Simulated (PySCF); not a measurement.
**What binds CuF: the parts of the energy along the bond**

State: ¹Σ⁺, singlet, closed shell. RHF-based CCSD(T) in PySCF 2.14 with Cu cc-pVTZ-PP with ECP10, F cc-pVTZ and Cu cc-pVQZ-PP with ECP10, F cc-pVQZ (frozen core orbitals: 5; scalar-relativistic core potentials). Correlation energies are extrapolated as n⁻³ (n = 3, 4), Hartree–Fock as (n+1)·exp(−9√n). CV is the change on freezing 0 orbitals instead, in Cu cc-pwCVTZ-PP with ECP10, F cc-pwCVTZ. All energies in eV from Cu (3d10 4s1) + F.

| R (Å) | HF/CBS | CCSD corr. | (T) | CV | total |
| --- | --- | --- | --- | --- | --- |
| 1.5320 | -1.217 | -2.113 | -0.2177 | 0.0387 | -3.508 |
| 1.6017 | -1.781 | -2.002 | -0.1995 | 0.0347 | -3.948 |
| 1.6713 | -2.106 | -1.906 | -0.1825 | 0.0311 | -4.163 |
| 1.7410 | -2.262 | -1.824 | -0.1680 | 0.0278 | -4.226 |
| 1.8106 | -2.298 | -1.755 | -0.1563 | 0.0250 | -4.185 |
| 1.8977 | -2.229 | -1.685 | -0.1452 | 0.0221 | -4.038 |
| 1.9847 | -2.079 | -1.629 | -0.1375 | 0.0200 | -3.826 |

A fit to the total gives Re = 1.7436 Å, De = 4.226 eV, ωe = 623.7 cm⁻¹, Be = 0.3800 cm⁻¹ (masses 62.9296 and 18.9984 u).

At R = 1.7410 Å the CCSD correlation energy is -0.718997 hartree in the smaller basis and -0.778461 in the larger. Extrapolate it.

(4³·E4 − 3³·E3)/(4³ − 3³) = -0.82185 hartree; the larger basis holds 94.7 % of it.

The T1 diagnostic is 0.041, large enough to doubt a single reference. The open-shell atoms are computed with UHF. Spin–orbit coupling, excitations beyond (T) and corrections to the Born–Oppenheimer picture are left out.
